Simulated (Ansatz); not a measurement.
Cost and result for the atomization energy of CH₄BrNOSi (`N=C(Br)[SiH2]O`) (9 atoms, 8 bonds).

Cartesian coordinates in Å:
```
N 1.4283 0.3433 1.3613
C 0.5500 0.8055 0.6050
Br 0.3569 2.7275 0.4760
Si -0.7128 -0.0609 -0.4971
O -0.4755 -1.6821 -0.3564
H 1.4114 -0.6792 1.3391
H -2.0612 0.2727 0.0067
H -0.5079 0.4086 -1.8889
H 0.0108 -2.1353 -1.0456
```

Total charge 0; spin multiplicity 1. Correlated methods include outer-core shells of Br, which these sets cover unevenly. Scalar relativity is left out up to krypton. All single points use the PBE0-D4/def2-TZVP geometry. It is one conformer, not always the lowest. Program: Ansatz. All runs use 4 threads of an Arm Neoverse V2 on a shared host. Times are those of one run each, without the atoms' runs, and a repeat can differ threefold. Electronic energies, without spin–orbit coupling; frozen cores. CCSD(T)/CBS adds CCSD(T) − MP2 in def2-TZVPP to the MP2 limit, and its time is that of the two runs behind it. T1 = 0.012. With those shells the extrapolation isn't a true limit. B3LYP takes the VWN-RPA correlation (the form of Gaussian; ORCA's B3LYP/G). HSE06 is the plane-wave form, built on full-range PBE exchange.

CCSD(T)/CBS is a level of theory with its own doubt, some kJ/mol a heavy atom from the limit and from the frozen cores, so smaller differences don't rank the functionals.

```tsv
level	functions	wall time
BLYP-D4/def2-TZVPP	239	1.9 s
PBE0-D4/def2-TZVPP	239	3.1 s
HSE06-D4/def2-TZVPP	239	3.3 s
B3LYP-D4/def2-TZVPP (with forces)	239	4.7 s
r2SCAN-D4/def2-TZVPP (with forces)	239	4.7 s
r2SCANh-D4/def2-TZVPP	239	5.5 s
PBE-QIDH/def2-TZVPP	239	6 s
CCSD(T)/def2-SVP	112	7 s
B97M-V/def2-TZVPP	239	8 s
ωB97M-V/def2-TZVPP (with forces)	239	11 s
MP2/def2-QZVPP	450	22 s
CCSD(T)/def2-TZVPP	239	3.1 min
CCSD(T)/CBS(def2)	–	3.5 min
```

What atomization energy does each give, and how far from CCSD(T)/CBS? (Estimate.)

Computed: 
```tsv
level	atomization (kJ/mol)	difference from CCSD(T)/CBS	per bond
BLYP-D4/def2-TZVPP	3210.1	16.0	2.0
PBE0-D4/def2-TZVPP	3178.4	-15.7	-2.0
HSE06-D4/def2-TZVPP	3181.7	-12.4	-1.5
B3LYP-D4/def2-TZVPP (with forces)	3184.7	-9.4	-1.2
r2SCAN-D4/def2-TZVPP (with forces)	3191.9	-2.2	-0.3
r2SCANh-D4/def2-TZVPP	3157.7	-36.4	-4.6
PBE-QIDH/def2-TZVPP	3141.4	-52.7	-6.6
CCSD(T)/def2-SVP	2926.2	-267.9	-33.5
B97M-V/def2-TZVPP	3182.4	-11.7	-1.5
ωB97M-V/def2-TZVPP (with forces)	3191.6	-2.5	-0.3
MP2/def2-QZVPP	3229.9	35.8	4.5
CCSD(T)/def2-TZVPP	3082.3	-111.8	-14.0
CCSD(T)/CBS(def2)	3194.1	0.0	0.0
```

From BLYP to BHLYP (50 % exact exchange), in def2-TZVPP and without D4, the atomization energy moves by −141.5 kJ/mol: exact exchange takes away binding that semilocal exchange gives to molecules. In def2-TZVPP, CCSD(T) changes the Hartree–Fock value by +948.5 kJ/mol (the triples alone add +68.4 kJ/mol) and MP2 by +1029.7 kJ/mol; breaking electron pairs costs correlation energy, which Hartree–Fock lacks. The D4 term adds +36.2 kJ/mol with B3LYP and +18.9 kJ/mol with PBE0; it sums over pairs of atoms, weighted by their polarisabilities, and B3LYP, whose exchange is more repulsive, gets the larger term.
